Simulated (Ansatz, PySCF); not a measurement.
Members of the series SiXY, Y = chloro; each row names its spin state. Gas-phase values, no solvent. One relaxed conformer stands for each flexible species; it need not be the lowest. Strings in code marks are SMILES.

Quantity: adiabatic spin-state energy, in kcal/mol. HF references are unrestricted for open shells and restricted for singlets.

Level 1: frozen-core CCSDT(Q)/6-31g // PBE0-D3(BJ)/def2-TZVP (Ansatz, an electronic-structure program)
Level 2: LDA/cc-pVTZ // PBE0-D3(BJ)/def2-TZVP (Ansatz)
Level 3: PBE-D3(BJ)/def2-TZVP // PBE0-D3(BJ)/def2-TZVP (PySCF)
Level 4: HF/3-21G // PBE0-D3(BJ)/def2-TZVP (PySCF)

```tsv
species	level 2	level 3	level 4
`N[Si]Cl`: multiplicity 3 minus multiplicity 1	57.3	52.5	42.3
`O[Si]Cl`: multiplicity 3 minus multiplicity 1	62.4	57.1	47.6
`Cl[Si]Cl`: multiplicity 3 minus multiplicity 1	54.7	50.0	35.8
```

**Question.** What does level 1 give for each?

**Answer.** 
- `N[Si]Cl`: multiplicity 3 minus multiplicity 1: 54.0
- `O[Si]Cl`: multiplicity 3 minus multiplicity 1: 59.0
- `Cl[Si]Cl`: multiplicity 3 minus multiplicity 1: 48.6
